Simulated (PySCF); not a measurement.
A GIAO shielding run with PySCF 2.14.0 with density-fitted response routines (density fitting, non-relativistic, gas phase) on `InChI=1S/CH3.2Al.2Cl.FH.2H/h1H3;;;;;1H;;/q;;-1;2*+1;;;/p-1`:

```
$ OMP_NUM_THREADS=1 python probes_run.py task.json out

{"job": {"kind": "nmr", "xc": "HF", "basis": "pcSseg-1", "pop": false}, "charge": 0, "multiplicity": 1}
C     -2.064548     0.319156    -0.064089
Al    -0.556853    -0.751886     0.514442
Cl     1.116687     0.682604     1.297216
Al     2.369162     0.239332    -0.553959
F      2.313424     1.595249    -1.515931
Cl     0.797327    -1.215251    -1.336729
H     -2.530474     0.840046     0.788825
H     -2.842266    -0.310131    -0.527770
H     -1.762525     1.080745    -0.799970
H     -0.514904    -2.036287     1.428570
H      3.714113    -0.481731    -0.205902
```

Hardware: 1 thread of an Arm Neoverse V2, shared host.

Q: How large is the calculation?

A: 80 electrons, 155 basis functions and 902 auxiliary functions.

Q: How long does it take, and how much memory does it need?

A: 6.9 s of wall time, with 9 SCF cycles and 6 response iterations; peak memory 0.93 GiB. Times on a shared host scatter by some tens of per cent.

Q: And these other runs on the same molecule and hardware: GIAO shielding at B3LYP/pcSseg-1; GIAO shielding at B97-D/pcSseg-1; GIAO shielding at BLYP/pcSseg-1; GIAO shielding at BP86/pcSseg-1; GIAO shielding at KT2/pcSseg-1; GIAO shielding at KT3/pcSseg-1?

A: B3LYP/pcSseg-1: 155 functions, 13 s; B97-D/pcSseg-1: 155 functions, 19 s; BLYP/pcSseg-1: 155 functions, 17 s; BP86/pcSseg-1: 155 functions, 16 s; KT2/pcSseg-1: 155 functions, 17 s; KT3/pcSseg-1: 155 functions, 18 s.
